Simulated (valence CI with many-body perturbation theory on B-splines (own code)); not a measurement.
# E1 line list for Mo11+

Calculated by relativistic CI+MBPT: three valence electrons over a frozen Dirac-Fock core [Ar] 3d10, radial functions for each j: 11 s, 11 p, 10 d, 8 f, 5 g, 2 h, with the one-electron correlation potential Σ1 (screened to all orders), the two-electron term Σ2, the three-electron term Σ3, Breit, model QED; selected single and double excitations, second order for the rest, scaled by the run's own slope (own B-spline code, finite nucleus).

No measured levels were compared; by estimate levels hold to about 250 cm⁻¹ or 0.2 % of their energy and the worst to 1 %, as in measured heavy ions of charge 2 to 7; those with d or f electrons hold less well.

Lines 1 to 50 of 548 in falling wavelength, among levels below 1276000 cm⁻¹, chosen from the strongest by gf and those to the six lowest levels. Wavelengths and rates use the calculated energies, so an error of 1000 cm⁻¹ moves a line at 238.6 nm by 2.4 % and its rate by three times that or more. Electric multipoles are in the length gauge, E1 and E2 with the static RPA response of the core. Weak lines are less certain than strong ones. Lines between different terms over intervals too small for the method are left out, as are lines whose strength nearly cancels. Where a level lies close to another of its J and parity, the split of strength between their lines is uncertain. The highest levels of a list are the least certain.

Names give the largest LS component (configuration and term), which can be under half, so a name can repeat, a term be missing and a line seem to break the LS rules; names also repeat where a configuration has a term twice. Letters in brackets count levels of one name in rising energy.

```tsv
λ vac (nm)	Upper	Lower	A (s⁻¹)	log gf	Branch %
238.6	4s²6p ²P°_1/2	4s²6s ²S_1/2	2.01e+08	-0.46	0.5
218.5	4s²5g ²G_9/2	4s²5f ²F°_7/2	2.90e+08	0.32	0.2
218.0	4s²5g ²G_7/2	4s²5f ²F°_5/2	2.82e+08	0.21	0.2
208.6	4s²6p ²P°_3/2	4s²6s ²S_1/2	2.79e+08	-0.14	0.9
155.2	4s²6p ²P°_3/2	4s4p5p ²S_1/2 [b]	4.85e+08	-0.15	1.5
108.1	4s4p5p ²P_1/2 [a]	4s4p5s ²P°_1/2 [a]	1.06e+09	-0.43	1.4
107.2	4s4p5p ⁴D_3/2	4s4p5s ⁴P°_3/2	8.80e+08	-0.22	1.5
106.9	4s4p5p ⁴D_1/2	4s4p5s ⁴P°_1/2	1.25e+09	-0.37	2.2
105.8	4s4p5p ²P_1/2 [b]	4s4p5s ²P°_3/2 [b]	1.10e+09	-0.43	1.1
104.5	4s4p5p ²D_3/2 [b]	4s4p5s ²P°_3/2 [b]	1.04e+09	-0.17	1.2
103.3	4s4p5p ²D_3/2 [b]	4s4p5s ²P°_1/2 [b]	5.98e+08	-0.42	0.7
102.3	4s²5p ²P°_1/2	4s²5s ²S_1/2	1.65e+09	-0.29	3.7
102.0	4s4p5p ⁴S_3/2	4s4p5s ²P°_3/2 [a]	6.69e+08	-0.38	1.2
99.29	4s4p5p ⁴P_3/2 [b]	4s4p5s ²P°_1/2 [a]	8.13e+08	-0.32	1.4
97.71	4s4p5p ⁴P_1/2	4s4p5s ⁴P°_3/2	1.82e+09	-0.28	4.0
97.66	4s4p5p ⁴P_5/2	4s4p5s ⁴P°_5/2	1.61e+09	0.14	3.1
97.47	4s4p5p ²D_5/2 [a]	4s4p5s ²P°_3/2 [a]	1.44e+09	0.09	1.9
95.42	4s4p5p ²D_5/2 [b]	4s4p5s ²P°_3/2 [b]	2.06e+09	0.23	2.5
94.96	4s4p5p ²P_3/2	4s4p5s ²P°_3/2 [b]	7.27e+08	-0.41	0.9
94.22	4s4p5p ⁴D_7/2	4s4p5s ⁴P°_5/2	2.35e+09	0.40	4.9
93.94	4s4p5p ²P_3/2	4s4p5s ²P°_1/2 [b]	1.44e+09	-0.12	1.8
93.43	4s4p5p ⁴D_5/2	4s4p5s ⁴P°_3/2	2.24e+09	0.25	4.5
92.24	4s²5p ²P°_3/2	4s²5s ²S_1/2	2.22e+09	0.05	5.1
91.15	4s4p5p ⁴P_3/2 [a]	4s4p5s ⁴P°_1/2	1.92e+09	-0.02	3.5
89.31	4s4p5p ⁴S_3/2	4s4p5s ⁴P°_5/2	1.44e+09	-0.16	2.6
87.89	4s4p5p ⁴P_3/2 [b]	4s4p5s ⁴P°_3/2	9.82e+08	-0.34	1.7
86.38	4s4p5p ²S_1/2 [a]	4s4p5s ²P°_3/2 [a]	2.49e+09	-0.25	3.9
70.93	4s4p5d ⁴D°_7/2	4s4p5p ⁴P_5/2	6.96e+08	-0.38	2.2
70.44	4s4p5d ²P°_3/2	4s4p5p ²S_1/2 [a]	2.42e+09	-0.14	8.5
68.35	4s4p5d ⁴F°_7/2	4s4p5p ²D_5/2 [a]	7.90e+08	-0.35	2.8
68.35	4s4p5d ⁴D°_3/2	4s4p5p ⁴P_3/2 [b]	1.53e+09	-0.37	4.5
68.33	4s4p5d ²P°_1/2	4s4p5p ²S_1/2 [a]	4.10e+09	-0.24	10.8
66.72	4s4p5d ⁴P°_5/2	4s4p5p ²D_5/2 [a]	1.70e+09	-0.17	5.1
64.86	4s4p5d ²F°_7/2 [a]	4s4p5p ²D_5/2 [a]	3.68e+09	0.27	6.5
64.84	4s4p5d ²D°_5/2	4s4p5p ⁴D_5/2	1.04e+09	-0.41	3.8
64.73	4s4p5d ⁴P°_5/2	4s4p5p ⁴S_3/2	3.93e+09	0.17	11.7
64.70	4s4p5d ⁴D°_3/2	4s4p5p ²P_1/2 [a]	1.71e+09	-0.37	5.1
64.66	4s4p5d ⁴D°_5/2	4s4p5p ⁴P_3/2 [a]	7.98e+09	0.48	25.8
64.65	4s²5d ²D_5/2	4s²5p ²P°_3/2	8.07e+09	0.48	25.1
64.61	4s4p5d ²F°_5/2 [a]	4s4p5p ⁴P_3/2 [b]	6.62e+09	0.40	22.4
64.50	4s4p5d ²F°_7/2 [b]	4s4p5p ²D_5/2 [a]	2.51e+09	0.10	4.0
63.92	4s²5f ²F°_7/2	4s²5d ²D_5/2	1.13e+10	0.74	54.5
63.80	4s4p5d ⁴F°_7/2	4s4p5p ⁴D_7/2	3.17e+09	0.19	11.1
63.74	4s4p5d ⁴D°_7/2	4s4p5p ⁴D_5/2	8.47e+09	0.62	27.1
63.55	4s4p5d ⁴D°_1/2	4s4p5p ⁴P_1/2	5.83e+09	-0.15	15.5
63.52	4s4p5d ⁴P°_1/2	4s4p5p ⁴S_3/2	4.25e+09	-0.29	14.4
63.39	4s4p5d ⁴D°_3/2	4s4p5p ⁴P_1/2	2.27e+09	-0.26	6.7
63.10	4s²5f ²F°_5/2	4s²5d ²D_3/2	1.03e+10	0.57	50.5
62.70	4s4p5d ²F°_5/2 [b]	4s4p5p ⁴P_5/2	1.24e+09	-0.36	2.6
62.61	4s4p5d ²P°_3/2	4s4p5p ⁴S_3/2	4.38e+09	0.01	15.4
```
